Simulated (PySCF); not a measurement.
# From computed data to an observable: dipole moment from atomic charges

GeF3Br, SMILES [F][Ge]([F])([F])[Br]. Atoms are numbered in the order given.

```xyz
5

F     -1.3789    -0.7961     1.2955
Ge     0.0000     0.0000     0.6584
F      1.3789    -0.7961     1.2955
F      0.0000     1.5923     1.2955
Br     0.0000     0.0000    -1.6013
```

Geometry optimised at B3LYP-D3(BJ)/def2-SVP.

Charges (e) from r2SCAN/def2-TZVP in PySCF:

| atom | Mulliken | ESP fit |
|---|---|---|
| F1 | -0.321 | -0.173 |
| Ge2 | 1.146 | 0.515 |
| F3 | -0.321 | -0.173 |
| F4 | -0.321 | -0.175 |
| Br5 | -0.182 | 0.005 |

The dipole moment of the full density is 1.65 D.

### Question
What dipole moment does each set of point charges give, and which comes closer to that of the density?

### Answer

μ = Σ q r, and 1 e Å = 4.8032 D.
Mulliken: Σ q r = (0.000, 0.000, -0.202) e Å, |μ| = 0.97 D.
ESP fit: Σ q r = (0.000, -0.003, -0.344) e Å, |μ| = 1.65 D.
ESP fit comes closer in size. Point charges leave out the atoms' own dipoles (lone pairs, polarised bonds); fits to the potential absorb them, partitions of the density don't.
